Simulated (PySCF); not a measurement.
CH₃BrZn, SMILES [CH3][Zn][Br].

Geometry: B3LYP-D3(BJ)/def2-SVP. The structure was generated by enumeration; whether it is a known compound was not checked.

Computed with TDDFT-PBE/def2-SVPD in PySCF.

Vertical excitations; the highest root listed may be one member of a degenerate set. Isolated molecule, no solvent. State labels are in the subgroup Cs.

| state | symmetry | energy (eV) | λ (nm) | f | main pairs |
|---|---|---|---|---|---|
| S1 | A' | 5.51 | 225 | 0.025 | HOMO−1→LUMO (degenerate set) |
| S2 | A" | 5.51 | 225 | 0.025 | HOMO→LUMO (degenerate set) |
| S3 | A" | 5.98 | 207 | 0.000 | HOMO−1→LUMO+1 50 %, HOMO→LUMO+2 50 % |
| S4 | A" | 6.02 | 206 | 0.000 | HOMO→LUMO+2, HOMO−1→LUMO+1 (degenerate set) |
| S5 | A' | 6.02 | 206 | 0.000 | HOMO−1→LUMO+2, HOMO→LUMO+1 (degenerate set) |
| S6 | A' | 6.25 | 198 | 0.031 | HOMO−2→LUMO 41 %, HOMO→LUMO+1 27 %, HOMO−1→LUMO+2 27 % |
| S7 | A' | 6.53 | 190 | 0.017 | HOMO−2→LUMO+2 (degenerate set) |
| S8 | A" | 6.53 | 190 | 0.017 | HOMO−2→LUMO+1 (degenerate set) |
| S9 | A' | 6.87 | 181 | 0.597 | HOMO−2→LUMO 49 %, HOMO−1→LUMO+2 16 %, HOMO→LUMO+1 16 %, HOMO−3→LUMO 9 % |
| S10 | A" | 7.33 | 169 | 0.028 | HOMO→LUMO+3 99 % |
| T1 | A' | 5.24 | 236 | 0 | HOMO−1→LUMO (degenerate set) |
| T2 | A" | 5.24 | 236 | 0 | HOMO→LUMO (degenerate set) |
| T3 | A' | 5.41 | 229 | 0 | HOMO−2→LUMO 99 % |
| T4 | A' | 5.71 | 217 | 0 | HOMO−1→LUMO+2 49 %, HOMO→LUMO+1 49 % |
Triplets are in the Tamm–Dancoff approximation, which puts them higher than full response would, so one can lie above its singlet here.
